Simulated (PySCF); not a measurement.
NbH₅ (singlet). Method: PySCF, PBE0, basis Nb def2-TZVP with ECP28, H def2-TZVP (scalar-relativistic core potentials, no spin–orbit coupling, density fitting).

Harmonic bands of its minimum:

| ω (cm⁻¹) | IR (km/mol) |
| --- | --- |
| 255 | 1.9 |
| 276 | 158 |
| 735 | 42.7 |
| 776 | 58.2 |
| 778 | 35.9 |
| 862 | 43.0 |
| 888 | 41.2 |
| 1801 | 418 |
| 1821 | 123 |
| 1865 | 223 |
| 1904 | 219 |
| 1939 | 111 |

Question: The central atom is Nb. Infer the point group and assign the bands.

Answer: Cs. The modes span 5a'' + 7a': 255 a'', 276 a', 735 a', 776 a'', 778 a', 862 a'', 888 a', 1801 a', 1821 a'', 1865 a', 1904 a'', 1939 a'. The computed geometry has Nb–H 1.715 Å (×2), Nb–H 1.749 Å (×2), Nb–H 1.774 Å; H–Nb–H 64.4°, H–Nb–H 70.6° (×2), H–Nb–H 102.3°, H–Nb–H 116.8° (×2), H–Nb–H 118.1° (×2), H–Nb–H 119.9° (×2).

Stability towards spin polarisation was not tested. Other isomers or separated fragments may lie lower.
